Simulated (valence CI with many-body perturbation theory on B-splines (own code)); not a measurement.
# Yb31+ in brief

Calculated by configuration interaction combined with many-body perturbation theory (CI+MBPT): three valence electrons over a frozen Dirac-Fock core [Kr], a basis of 7 s, 7 p, 8 d, 6 f, 4 g, 1 h functions for each j, with the one-electron correlation potential Σ1 (screened to all orders), the two-electron term Σ2, the three-electron term Σ3, Breit, model QED; selected single and double excitations, second order for the rest, scaled by the run's own slope (own B-spline code, finite nucleus).

No measured spectrum was set against this ion. As an estimate, large intervals hold to a few tenths of a per cent, small ones and those within an open d or f shell to about a per cent. The list stops below the first excitations out of the core.

Levels are named by their leading jj configuration (3d3/2^4 stands for four electrons in 3d with j = 3/2), which in mixed levels can hold well under half, so a name can repeat and another be missing.

Rates and lifetimes use the calculated energies. Strong lines usually hold to 10 to 20 %, long lifetimes can be off by a factor of two.

Q: What is the ground level?

A: (4d3/2^3) J=3/2, composition 54 % 4d³ ⁴F + 33 % 4d³ ²D + 8 % 4d³ ²P, g = 0.660.

Q: How well does LS coupling describe the low levels?

A: Among the lowest 19 levels the leading LS term, summed over configurations, holds 59 % on average. For single configurations the figures are 59 % in LS and 93 % in jj coupling. Terms mix most in the J = 3/2 level at 103390 cm⁻¹, where the leading one holds 40 %.

Q: Name the longest-lived excited levels whose lifetime is computed, and their main decay.

A: (4d3/2^2 4d5/2) J=9/2 at 115430 cm⁻¹ lives 1.81 s, mostly by M1 to (4d3/2^2 4d5/2) J=7/2.

Q: What is the ionisation energy?

A: 1225.1 eV; NIST lists 1224 ± 4 eV (theoretical).
